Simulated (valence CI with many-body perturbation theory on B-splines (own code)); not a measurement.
E1 line list for Au³⁰⁺

Method: relativistic CI+MBPT: three valence electrons over a frozen Dirac-Fock core [Kr] 4d10, a basis of 7 s, 7 p, 7 d, 7 f, 4 g, 2 h functions for each j, with the one-electron correlation potential Σ1 (screened to all orders), the two-electron term Σ2, the three-electron term Σ3, Breit, model QED; selected single and double excitations, second order for the rest, scaled by the run's own slope (own B-spline code, finite nucleus).

The last digits are not significant, and no measured levels were compared; by estimate large intervals hold to a few tenths of a per cent, small ones and those within an open d or f shell to about a per cent. Excitations out of the core, of the other parity, are not computed and may begin above about 184 eV (a cautious bound); beyond it only levels of the ground parity were kept, without lifetimes.

Lines 101 to 137 of 137 in falling wavelength, among levels below 184.40 eV, chosen from the strongest by gf and those to the six lowest levels. Wavelengths and rates use the calculated energies. Electric multipoles are in the length gauge, E1 and E2 with the static RPA response of the core. Weak lines are less certain than strong ones. Lines between different terms over intervals too small for the method are left out, as are lines whose strength nearly cancels.

Levels are named by their leading jj configuration (3d3/2^4 stands for four electrons in 3d with j = 3/2), which in mixed levels can hold well under half, so a name can repeat and another be missing. Letters in brackets count levels of one name in rising energy.

```
λ vac (Å)               Upper                       Lower   A (s⁻¹)  log gf  Branch %
    79.74  (4f5/2^2 5s) J=7/2             (4f7/2^3) J=5/2  1.51e+03   -7.94       0.4
    79.72  (4f5/2^2 5s) J=7/2   (4f5/2 4f7/2^2) J=9/2 [d]  9.28e+02   -8.15       0.3
    79.44  (4f5/2^2 5s) J=9/2   (4f5/2^2 4f7/2) J=7/2 [c]  1.20e+05   -5.94      17.3
    79.33  (4f5/2^2 5s) J=9/2   (4f5/2 4f7/2^2) J=9/2 [d]  1.16e+04   -6.96       1.7
    78.81  (4f5/2^2 5s) J=9/2   (4f5/2 4f7/2^2) J=7/2 [c]  7.00e+04   -6.19      10.1
    78.33  (4f5/2^2 5s) J=3/2             (4f7/2^3) J=5/2  2.42e+03   -8.05       0.2
    78.21  (4f5/2^2 5s) J=9/2            (4f7/2^3) J=11/2  4.46e+03   -7.39       0.6
    77.41  (4f5/2^2 5s) J=7/2   (4f5/2 4f7/2^2) J=5/2 [b]  1.62e+04   -6.93       4.5
    77.03  (4f5/2^2 5s) J=3/2             (4f7/2^3) J=3/2  1.31e+03   -8.33       0.1
    76.73  (4f5/2^2 5s) J=9/2             (4f7/2^3) J=9/2  1.07e+03   -8.02       0.2
    76.46  (4f5/2^2 5s) J=7/2   (4f5/2 4f7/2^2) J=7/2 [b]  1.11e+03   -8.11       0.3
    76.10  (4f5/2^2 5s) J=9/2   (4f5/2 4f7/2^2) J=7/2 [b]  2.71e+04   -6.63       3.9
    76.08  (4f5/2^2 5s) J=3/2   (4f5/2 4f7/2^2) J=5/2 [b]  9.19e+03   -7.50       0.9
    75.44  (4f5/2^2 5s) J=7/2   (4f5/2 4f7/2^2) J=5/2 [a]  1.35e+03   -8.03       0.4
    75.35  (4f5/2^2 5s) J=3/2   (4f5/2 4f7/2^2) J=3/2 [b]  6.05e+03   -7.69       0.6
    74.84  (4f5/2^2 5s) J=3/2       (4f5/2 4f7/2^2) J=1/2  3.99e+04   -6.87       3.8
    74.35  (4f5/2^2 5s) J=7/2   (4f5/2 4f7/2^2) J=9/2 [b]  3.35e+03   -7.65       0.9
    74.35  (4f5/2^2 5s) J=7/2   (4f5/2 4f7/2^2) J=7/2 [a]  1.13e+04   -7.13       3.1
    74.18  (4f5/2^2 5s) J=3/2   (4f5/2 4f7/2^2) J=5/2 [a]  3.67e+03   -7.92       0.3
    74.01  (4f5/2^2 5s) J=9/2   (4f5/2 4f7/2^2) J=9/2 [b]  2.92e+04   -6.62       4.2
    74.00  (4f5/2^2 5s) J=9/2   (4f5/2 4f7/2^2) J=7/2 [a]  3.07e+04   -6.60       4.4
    73.78  (4f5/2^2 5s) J=3/2   (4f5/2 4f7/2^2) J=3/2 [a]  1.25e+03   -8.39       0.1
    72.93  (4f5/2^2 5s) J=3/2   (4f5/2^2 4f7/2) J=5/2 [b]  4.09e+03   -7.88       0.4
    72.63  (4f5/2^2 5s) J=3/2   (4f5/2^2 4f7/2) J=3/2 [b]  8.16e+04   -6.59       7.7
    72.60  (4f5/2^2 5s) J=9/2   (4f5/2^2 4f7/2) J=7/2 [b]  7.72e+04   -6.21      11.1
    72.18  (4f5/2^2 5s) J=7/2   (4f5/2^2 4f7/2) J=7/2 [a]  1.89e+04   -6.93       5.3
    72.11  (4f5/2^2 5s) J=7/2   (4f5/2^2 4f7/2) J=5/2 [a]  7.96e+04   -6.30      22.2
    71.86  (4f5/2^2 5s) J=9/2   (4f5/2^2 4f7/2) J=7/2 [a]  1.74e+05   -5.87      25.0
    71.51  (4f5/2^2 5s) J=7/2             (4f5/2^3) J=5/2  1.02e+05   -6.21      28.3
    71.44  (4f5/2^2 5s) J=7/2       (4f5/2^2 4f7/2) J=9/2  7.50e+03   -7.34       2.1
    71.12  (4f5/2^2 5s) J=9/2       (4f5/2^2 4f7/2) J=9/2  4.33e+04   -6.48       6.2
    70.96  (4f5/2^2 5s) J=3/2   (4f5/2^2 4f7/2) J=3/2 [a]  7.58e+04   -6.64       7.2
    70.95  (4f5/2^2 5s) J=3/2   (4f5/2^2 4f7/2) J=5/2 [a]  6.05e+04   -6.74       5.7
    69.82  (4f5/2^2 5s) J=9/2  (4f5/2^2 4f7/2) J=11/2 [a]  4.88e+04   -6.45       7.0
    69.36  (4f5/2^2 5s) J=3/2             (4f5/2^3) J=3/2  3.19e+05   -6.04      30.3
    68.47  (4f5/2^2 5s) J=7/2             (4f5/2^3) J=9/2  1.07e+05   -6.22      29.7
    68.18  (4f5/2^2 5s) J=9/2             (4f5/2^3) J=9/2  2.30e+04   -6.80       3.3
```
